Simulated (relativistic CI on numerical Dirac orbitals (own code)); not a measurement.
## Tb XXXII: sensitivity of the levels to the model

Base calculation: Dirac-Coulomb-Breit CI, separate exchange-only KLI orbitals for each configuration, a model potential for QED, unscaled Slater integrals.

CI space (outside the closed core [Ar] 3d10): 4s2.4p4, 4s.4p5, 4s2.4p3.4d, 4p6, 4s.4p4.4d, 4s2.4p3.4f, 4s.4p4.4f, 4p5.4d, 4s.4p3.4d2, 4s2.4p2.4d.4f, 4p5.4f, 4p4.4d2, 4p3.4d3, 4p3.4d2.4f. Double excitations out of closed p, d and f shells are left out; levels of such configurations are missing from the list, as are those of other unlisted configurations, and high levels can miss mixing partners.

The lowest level and the first level of each name with at least 55 % of one term (blank where a level has no safe partner in the second run):

| Level | Base (cm⁻¹) | Shift (cm⁻¹) |
| --- | --- | --- |
| 4s2.4p4 3P_2 | 0 | 0 |
| 4s2.4p4 1S_0 | 66848 | -4814 |
| 4s2.4p4 3P_1 | 359117 | +1342 |
| 4s2.4p4 1D_2 | 391146 | +3241 |
| 4s2.4p4 3P_0 | 779990 | +2401 |
| 4s.4p5 3P°_2 | 934874 | +92767 |
| 4s2.4p3.4d 3D°_1 | 1182567 | +2818 |
| 4s2.4p3.4d 3G°_5 | 1430612 | +10792 |
| 4p6 1S_0 | 1997817 | +210870 |
| 4s.4p4.4d 5F_5 | 2001573 | +2133 |
| 4s.4p4.4d 3P_0 | 2019169 | -10555 |
| 4s.4p4.4d 3D_1 | 2040451 | -8145 |

At this charge energies of transitions that change n are usually good to better than 1 %, and those within a shell (Δn = 0) to a few per cent.

(1) One thing was changed in a second run, which moved the levels as shown. Which?
A. Breit term removed
B. P86 correlation estimate
C. QED terms removed
D. configuration mixing switched off

## Answers

(1) D. Configuration mixing switched off. Without mixing, levels that were pushed by configurations of the same parity and J return to their single-configuration places.

LS names give the leading component of a level, which can be under half, so a name can repeat, a term be missing and a line seem to break the LS rules.
